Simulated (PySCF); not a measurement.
## Frontier orbitals and the lowest excitations

C2H4BFO2.
Z-matrix (Å and degrees, PBE0-D3(BJ)/def2-SVP geometry), rows numbered from 1:
```
C 
C   1  1.3344
F   2  1.3422  1  119.66
B   2  1.5731  1  124.94  3  -179.81
O   4  1.3626  2  117.04  1    -1.39
O   4  1.3573  2  117.68  1   178.48
H   1  1.0905  2  119.13  3  -179.90
H   1  1.0931  2  121.49  3     0.04
H   5  0.9609  4  115.60  2  -179.51
H   6  0.9613  4  115.62  2  -179.65
```

Level of theory: TDDFT wB97X-D/def2-SVPD, vertical, gas phase, core orbitals frozen in the response (PySCF).

Kohn–Sham orbitals with the atoms that hold most of them (Löwdin shares over 4%, at most four atoms; ? is withheld):

```json
{"orbital": "LUMO+2", "ε (eV)": "2.71", "atoms": "C1 22%, B4 16%, O5 15%, O6 14%"}
{"orbital": "LUMO+1", "ε (eV)": "1.14", "atoms": "C1 29%, C2 26%, B4 17%, O6 8%"}
{"orbital": "LUMO", "ε (eV)": "1.08", "atoms": "?"}
{"orbital": "HOMO", "ε (eV)": "?", "atoms": "?"}
{"orbital": "HOMO-1", "ε (eV)": "-11.63", "atoms": "F3 33%, C2 25%, B4 16%, C1 12%"}
{"orbital": "HOMO-2", "ε (eV)": "-11.85", "atoms": "O6 45%, O5 41%, B4 8%"}
{"orbital": "HOMO-3", "ε (eV)": "-12.29", "atoms": "O6 43%, O5 38%, B4 6%"}
```

(1) Which atoms hold the HOMO, and with what shares?

(2) Which atoms hold the LUMO, and with what shares?

(3) What is the HOMO energy, and the HOMO–LUMO gap?

Results:

(1) C1 (bonded to C and 2 H) 38%; C2 (bonded to B, C and F) 32%; F3 (bonded to C) 16%. By element: carbon 70%, fluorine 16%.

(2) B4 (bonded to C and 2 O) 42%; O5 (bonded to B and H) 18%; O6 (bonded to B and H) 16%; H9 (bonded to O) 11%. By element: boron 42%, oxygen 33%, hydrogen 11% or more.

(3) ε(HOMO) = -9.38 eV; the gap is 10.46 eV (0.3844 hartree).

**Question.** The HOMO–LUMO gap is 10.46 eV. Where does the response calculation put the lowest singlet, and from which orbitals?

**Answer.** S1 is at 6.49 eV (f = 0.317), 3.97 eV below the gap, made of HOMO→LUMO+1 (97%). Its leading pair isn't HOMO and LUMO; the energies of that pair differ by 10.52 eV. Without the coupling terms of the response equations the lowest excitation would equal the gap.

**Question.** One configuration dominates each of S1, S2, S3, S5 and S8. Which, and how do the shares of the two leading atoms of either orbital change from the occupied to the empty one?

**Answer.** 
- S1 (6.49 eV, f 0.317), HOMO→LUMO+1 (97%): C1 38% → 29%, C2 32% → 26%
- S2 (7.02 eV, f 0.0087), HOMO→LUMO (86%): C1 38% → at most 11%, C2 32% → at most 11%, B4 at most 4% → 42%, O5 at most 4% → 18%
- S3 (7.35 eV, f 0.0000), HOMO-1→LUMO+1 (97%): F3 33% → at most 8%, C2 25% → 26%, C1 12% → 29%
- S5 (8.16 eV, f 0.0022), HOMO-2→LUMO (76%): O6 45% → 16%, O5 41% → 18%, B4 8% → 42%
- S8 (8.52 eV, f 0.042), HOMO-2→LUMO+1 (78%): O6 45% → 8%, O5 41% → at most 8%, C1 at most 4% → 29%, C2 at most 4% → 26%

One conformer stands for the species.
